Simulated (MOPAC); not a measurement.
A run for MOPAC: AM1 on FH4NSi (SMILES N[SiH2]F), a point of a torsion scan.

```
AM1 1SCF PRECISE CHARGE=0 THREADS=1
FH4NSi

N      1.03082776 1    -0.09502480 1    -0.02861895 1
Si    -0.65752534 1     0.09812233 1     0.10334244 1
F     -1.29871327 1     0.20378188 1    -1.37373217 1
H      1.53615676 1    -0.88402008 1     0.32637390 1
H      1.62568805 1     0.56018206 1    -0.50243492 1
H     -1.02827322 1     1.36627549 1     0.71322511 1
H     -1.20075641 1    -1.10804064 1     0.69839392 1
```

Program output:

```
*******************************************************************************
 **                                                                           **
 **                              MOPAC v23.2.5                                **
 **                                                                           **
 *******************************************************************************
 ** MOPAC's Digital Object Identifier: https://doi.org/10.5281/zenodo.6511958 **
 **                                                                           **
 ** Please cite the open-source release paper for use of this MOPAC version:  **
 ** J. E. Moussa and J. J. P. Stewart (2026)                                  **
 ** MOPAC: An open-source semiempirical molecular orbital program             **
 ** J. Open Source Softw., 11(119), 8025, https://doi.org/10.21105/joss.08025 **
 *******************************************************************************

                              AM1 CALCULATION RESULTS

 *******************************************************************************
 *  AM1        - The AM1 Hamiltonian to be used
 *
 *
 *
 *                 CHARGE ON SYSTEM = 0
 *
 *
 *
 *  PRECISE    - TIGHTER CRITERIA TO BE USED
 *  1SCF       - DO 1 SCF AND THEN STOP
 *  THREADS=1  - MULTI-THREADING NOT USED
 *  T=         - A TIME OF 172800.0 SECONDS REQUESTED
 *  DUMP=N     - RESTART FILE WRITTEN EVERY 7200.0 SECONDS REQUESTED
 *******************************************************************************
AM1 1SCF PRECISE CHARGE=0 THREADS=1
 FH4NSi

   ATOM   CHEMICAL          X               Y               Z
  NUMBER   SYMBOL      (ANGSTROMS)     (ANGSTROMS)     (ANGSTROMS)

     1       N          1.03082776  *  -0.09502480  *  -0.02861895  *
     2      Si         -0.65752534  *   0.09812233  *   0.10334244  *
     3       F         -1.29871327  *   0.20378188  *  -1.37373217  *
     4       H          1.53615676  *  -0.88402008  *   0.32637390  *
     5       H          1.62568805  *   0.56018206  *  -0.50243492  *
     6       H         -1.02827322  *   1.36627549  *   0.71322511  *
     7       H         -1.20075641  *  -1.10804064  *   0.69839392  *



          CARTESIAN COORDINATES

    NO.       ATOM           X           Y           Z

     1         N          1.0308     -0.0950     -0.0286
     2        Si         -0.6575      0.0981      0.1033
     3         F         -1.2987      0.2038     -1.3737
     4         H          1.5362     -0.8840      0.3264
     5         H          1.6257      0.5602     -0.5024
     6         H         -1.0283      1.3663      0.7132
     7         H         -1.2008     -1.1080      0.6984

  H: (AM1): M.J.S. DEWAR ET AL, J. AM. CHEM. SOC. 107 3902-3909 (1985)
  N: (AM1): M.J.S. DEWAR ET AL, J. AM. CHEM. SOC. 107 3902-3909 (1985)
  F: (AM1): M.J.S. DEWAR AND E. G. ZOEBISCH, THEOCHEM, 180, 1 (1988).
 Si: (AM1): M.J.S.DEWAR, C. JIE, ORGANOMETALLICS, 6, 1486-1490 (1987).

           Empirical Formula: H4 N Si F  =     7 atoms



      MOLECULAR POINT GROUP   :   C1


      RHF CALCULATION, NO. OF DOUBLY OCCUPIED LEVELS = 10


 -------------------------------------------------------------------------------
 AM1 1SCF PRECISE CHARGE=0 THREADS=1
 FH4NSi



     1SCF WAS SPECIFIED, SO BFGS WAS NOT USED
     SCF FIELD WAS ACHIEVED


                              AM1 CALCULATION
                                                       MOPAC v23.2.5 Linux




          FINAL HEAT OF FORMATION =       -111.63220 KCAL/MOL =    -467.06912 KJ/MOL


          COSMO AREA              =         95.04 SQUARE ANGSTROMS
          COSMO VOLUME            =         80.98 CUBIC ANGSTROMS

          IONIZATION POTENTIAL    =         10.239668 EV
          HOMO LUMO ENERGIES (EV) =        -10.240  1.524
          NO. OF FILLED LEVELS    =         10
          MOLECULAR WEIGHT        =         65.1222         POINT GROUP:  C1

          MOLECULAR DIMENSIONS (Angstroms)

            Atom       Atom       Distance
            H     7    H     5     3.49482
            H     4    F     3     3.27043
            H     4    H     6     2.22370


          SCF CALCULATIONS        =          1





   ATOM   CHEMICAL          X               Y               Z
  NUMBER   SYMBOL      (ANGSTROMS)     (ANGSTROMS)     (ANGSTROMS)

     1       N          1.03082776  *  -0.09502480  *  -0.02861895  *
     2      Si         -0.65752534  *   0.09812233  *   0.10334244  *
     3       F         -1.29871327  *   0.20378188  *  -1.37373217  *
     4       H          1.53615676  *  -0.88402008  *   0.32637390  *
     5       H          1.62568805  *   0.56018206  *  -0.50243492  *
     6       H         -1.02827322  *   1.36627549  *   0.71322511  *
     7       H         -1.20075641  *  -1.10804064  *   0.69839392  *

                             CARTESIAN COORDINATES

   1    N        1.030827760    -0.095024800    -0.028618950
   2   Si       -0.657525340     0.098122330     0.103342440
   3    F       -1.298713270     0.203781880    -1.373732170
   4    H        1.536156760    -0.884020080     0.326373900
   5    H        1.625688050     0.560182060    -0.502434920
   6    H       -1.028273220     1.366275490     0.713225110
   7    H       -1.200756410    -1.108040640     0.698393920


           Empirical Formula: H4 N Si F  =     7 atoms



      MOLECULAR POINT GROUP   :   C1


                  EIGENVALUES
 -47.35900 -32.25429 -17.48020 -16.97381 -15.41180 -14.91939 -14.17641 -12.48281
 -11.62905 -10.23967   1.52364   1.90588   2.02788   2.91069   5.26209   6.15932


              NET ATOMIC CHARGES AND DIPOLE CONTRIBUTIONS

  ATOM NO.   TYPE          CHARGE      No. of ELECS.   s-Pop       p-Pop
    1          N          -0.774770        5.7748     1.51257     4.26220
    2         Si           1.455271        2.5447     0.76079     1.78394
    3          F          -0.475806        7.4758     1.87911     5.59669
    4          H           0.193826        0.8062     0.80617
    5          H           0.191757        0.8082     0.80824
    6          H          -0.305162        1.3052     1.30516
    7          H          -0.285116        1.2851     1.28512
 DIPOLE           X         Y         Z       TOTAL
 POINT-CHG.     0.615    -0.218     1.808     1.922
 HYBRID         0.799    -0.092    -0.396     0.896
 SUM            1.414    -0.310     1.412     2.022


          ATOMIC ORBITAL ELECTRON POPULATIONS

     Atom    s        px        py        pz
    1  N   1.51257   1.23739   1.30987   1.71494
    2 Si   0.76079   0.54169   0.72014   0.52211
    3  F   1.87911   1.89795   1.95177   1.74697
    4  H   0.80617
    5  H   0.80824
    6  H   1.30516
    7  H   1.28512

 **********************
 *                    *
 * JOB ENDED NORMALLY *
 *                    *
 **********************




 == MOPAC DONE ==
```

The run finished.

Cost: around 0.020 core-seconds (rough).
